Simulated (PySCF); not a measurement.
Zn(H)(tBu), SMILES C[C](C)(C)[ZnH] (GFN2-xTB optimised geometry):

```
15

Zn     1.208    -0.999     0.000
H      2.773    -0.999     0.000
C     -0.615    -0.098     0.000
C     -1.920    -0.891    -0.046
C     -0.613     0.771     1.263
C     -0.563     0.834    -1.216
H     -2.773    -0.207    -0.046
H     -2.014    -1.546     0.817
H     -1.979    -1.501    -0.946
H     -0.726     0.164     2.160
H      0.314     1.344     1.349
H     -1.442     1.485     1.236
H      0.366     1.410    -1.235
H     -0.638     0.273    -2.147
H     -1.393     1.546    -1.187
```

Level of theory: PySCF with CAM-B3LYP/def2-TZVP.

**Question.** What are the frontier orbital energies and the dipole moment?

**Answer.** HOMO-2 -10.44 eV, HOMO-1 -10.42 eV, HOMO -7.80 eV, LUMO -0.02 eV, LUMO+1 0.39 eV; dipole moment 0.78 D.

On the same geometry PySCF 2.14.0 with PBE/def2-TZVP gives HOMO-2 -7.70 eV, HOMO-1 -7.68 eV, HOMO -5.47 eV, LUMO -1.54 eV, LUMO+1 -1.07 eV; dipole moment 0.70 D.

Meta-Löwdin charges at CAM-B3LYP/def2-TZVP: Zn1 0.92, H2 -0.44, C3 -0.35, C4 -0.33, C5 -0.34, C6 -0.34, H7 0.09, H8 0.10, H9 0.10, H10 0.10, H11 0.09, H12 0.10, H13 0.09, H14 0.10, H15 0.10.
